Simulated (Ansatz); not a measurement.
`C[SiH](O)O[SiH](O)O` + `N[SiH](O)Cl` → `O[SiH](O)N[SiH](O)Cl` + `C[SiH](O)O`  (ligand exchange at the Si–O bond)

Calculated with Ansatz (gas phase, PBE0-D4/def2-TZVP geometries, no zero-point term in ΔE). CBS: MP2 limit from def2 TZ/QZ plus the TZ coupled-cluster correction, frozen cores. Functionals use def2-TZVPP. One conformer a species, not always the lowest.

```tsv
level	ΔE (eV)
PBE0-D4	0.54
ωB97X-V	0.59
```

Problem. What does CCSD(T)/CBS give? (An estimate is asked.)

Solution. The calculation gave: +0.59 eV. The listed levels differ from it by -0.05, 0.00 eV.

Largest T1 diagnostic among the species: 0.011.

From PBE to PBE0 (25 % exact exchange), in def2-TZVPP and without D4, ΔE moves by +0.04 eV. In def2-TZVPP, CCSD(T) changes the Hartree–Fock value by −0.15 eV (the triples alone add −0.03 eV) and MP2 by −0.16 eV.
